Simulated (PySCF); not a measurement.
SMILES [PbH2], PBE0/def2-SVP optimised geometry. Atoms within 1.6 Å of the plane z = 0.6 Å (x, y, z in Å): Pb1 (-0.93, -0.93, 0.00), H2 (0.93, -0.93, 0.00), H3 (-0.92, 0.93, 0.00).

Calculation: PBE0/def2-TZVP, def2 effective core potentials past Kr (PySCF). The core electrons that the potentials of Pb replace are not part of the density.

Map of the Laplacian of the electron density (e/bohr⁵), clipped to [-1.50, 1.50] on the plane z = 0.6 Å:

```
|00000000000000000000000000000|
|00000000000000000000000000000|
|00000000000000000000000000000|
|00000000000000000000000000000|
|00000000000000000000000000000|
|00000000000000000000000000000|
|00000000000000000000000000000|
|00000000000000000000000000000|
|00000000000000000000000000000|
|00000000000000000000000000000|
|00000000000000000000000000000|
|00000000000000000000000000000|
|00000000000000000000000000000|
|00000000000000000000000000000|
|00000000111110000000000000000|
|00000002356421000000000000000|
|00000014999962100000000000000|
|00000028999994100000000000000|
|00000139999996100000000000000|
|00000139999995100000000000000|
|00000027999993100000000000000|
|00000013799842000000000000000|
|00000001233210000000000000000|
|00000000011000000000000000000|
|00000000000000000000000000000|
|00000000000000000000000000000|
|00000000000000000000000000000|
|00000000000000000000000000000|
|00000000000000000000000000000|
```
Scale: ten equal steps from 0.000 (start of '0') to 1.50 (end of '9'), in the order '0123456789'; x runs from -3.00 to 3.00, y from -3.00 (bottom) to 3.00 (top).
